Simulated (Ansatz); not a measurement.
Abridged output of a molecular run in Ansatz:

```
Functional definition: HF
1320 factors; integrals over basis functions are off by at most 1.3e-3 eV
mean field evaluation 1: about -14432.5164 eV, gradient 8.3e1 eV
mean field evaluation 2: about -14432.7609 eV, gradient 8.3e1 eV
mean field evaluation 4: about -14445.4435 eV, gradient 1.6e1 eV
mean field evaluation 8: about -14445.9563 eV, gradient 1.5e0 eV
mean field evaluation 16: about -14445.9637 eV, gradient 1.8e-6 eV
mean field -14445.96366634 eV, -530.8793729123 hartree, gradient 2.6e-6 eV, S^2 0.000000; 0 other end points of the search recorded, 0 dependent functions left out
6 core orbitals not correlated: weight in the atoms' cores, before any rotation towards them, 1.000 or more for the frozen orbitals, at most 0.000 for the correlated occupied ones
reference -14445.96366634 eV, -530.8793729123 hartree; 27, 27 occupied and 102, 102 virtual orbitals, 1320 factors
second order -42.05336694 eV of doubles, -0.00000000 eV of singles
cycle   1  -37.98241716 eV  change     4.1e0 eV  update   3.4e-1
cycle   2  -40.17055451 eV  change    -2.2e0 eV  update   2.4e-1
cycle   3  -40.57762185 eV  change   -4.1e-1 eV  update   4.9e-2
cycle   4  -40.63735884 eV  change   -6.0e-2 eV  update   2.3e-2
cycle   5  -40.60334222 eV  change    3.4e-2 eV  update   8.3e-3
cycle   6  -40.60281503 eV  change    5.3e-4 eV  update   4.1e-3
cycle   7  -40.60354322 eV  change   -7.3e-4 eV  update   2.1e-3
cycle   8  -40.60271987 eV  change    8.2e-4 eV  update   1.1e-3
cycle   9  -40.60244307 eV  change    2.8e-4 eV  update   4.6e-4
cycle  10  -40.60325973 eV  change   -8.2e-4 eV  update   2.5e-4
cycle  11  -40.60314729 eV  change    1.1e-4 eV  update   1.2e-4
cycle  12  -40.60291685 eV  change    2.3e-4 eV  update   5.5e-5
cycle  13  -40.60303847 eV  change   -1.2e-4 eV  update   2.6e-5
cycle  14  -40.60297708 eV  change    6.1e-5 eV  update   1.5e-5
perturbative correction -1.78058701 eV, -0.0654353655 hartree
Total energy: -14488.34723043 eV, -532.4369401637 hartree
```

Its atoms:

Cartesian coordinates in Å:
```
C -0.527 1.530 0.880
O -0.649 0.141 0.767
Mo -0.090 -1.161 -0.388
O -0.114 -2.516 0.561
O 1.578 -0.263 -0.265
F 0.686 -1.818 -1.959
F -1.637 -1.040 -1.401
H -1.185 2.025 0.160
H 0.513 1.807 0.675
H -0.801 1.826 1.894
H 2.226 -0.531 -0.924
```

Problem. Which basis set was used?
A. def2-SVP
B. def2-QZVPP
C. def2-TZVPP
D. def2-SVPD

Solution. A. It gives 135 functions.

Problem. Write the keys of the input that set method, charge and spin (a neutral closed shell needs none for the last two).

Solution. 
```yaml
correlation: {method: ccsd_t}
```
